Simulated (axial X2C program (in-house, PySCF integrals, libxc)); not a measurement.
# Spin–orbit effects down a group: molecules with Sc, PBE0

Calculated with an in-house all-electron X2C program for linear molecules (integrals from PySCF), spin-free (one-electron X2C) or two-component (2c: spin–orbit coupling with atomic mean-field Coulomb and Gaunt terms, which also bring small scalar terms), in Dyall basis sets with cores contracted in-house; open shells are unrestricted.

Basis sets: Be dyall-cv3z, Ca dyall-cv3z, Sc dyall-cv3z, Sr dyall-cv3z.

```json
{"molecule": "BeSc", "spin-free state": "M_S = 3/2, Λ = 0", "Re (Å)": "2.413", "ωe (cm⁻¹)": "411.2", "De (eV)": "n/a", "2c state": "Ω = 3/2", "Re 2c (Å)": "2.414", "ωe 2c (cm⁻¹)": "410.7", "De 2c (eV)": "n/a"}
{"molecule": "CaSc", "spin-free state": "M_S = 1/2, Λ = 0", "Re (Å)": "3.025", "ωe (cm⁻¹)": "196.6", "De (eV)": "0.17", "2c state": "Ω = 1/2", "Re 2c (Å)": "3.025", "ωe 2c (cm⁻¹)": "196.4", "De 2c (eV)": "0.17"}
{"molecule": "SrSc", "spin-free state": "M_S = 1/2, Λ = 0", "Re (Å)": "3.171", "ωe (cm⁻¹)": "157.3", "De (eV)": "0.14", "2c state": "Ω = 1/2", "Re 2c (Å)": "3.171", "ωe 2c (cm⁻¹)": "157.2", "De 2c (eV)": "0.15"}
```

(1) Work out the shifts from the spin-free to the two-component result.

Each entry is the lowest single determinant of a limited PBE0 search at one distance. De goes to single-determinant-based atoms at the same level (for ions the charge split of lowest energy) and is withheld (n/a) where an atom does not fit its ground term or J level. Main or longest-lived isotopes. One determinant is a doubtful description, or other states lie close, for BeSc, CaSc, SrSc; these need not be ground states, and all values refer to the states named. With several unpaired electrons the Ω given is that of one determinant, not necessarily of the lowest component. Some light 2c atoms are not at their ground J level, so De misses part of their lowering (0.04 eV or less). The functionals have no current term, which raises determinants with orbital currents.

Answers

(1) 

| molecule | 2c state | ΔRe (Å) | Δωe (cm⁻¹) | ΔDe (eV) |
| --- | --- | --- | --- | --- |
| BeSc | Ω = 3/2 | 0.001 | -0.5 | n/a |
| CaSc | Ω = 1/2 | 0.000 | -0.2 | 0.00 |
| SrSc | Ω = 1/2 | 0.000 | -0.1 | 0.01 |

Shifts of one unit in the last digit are rounding.
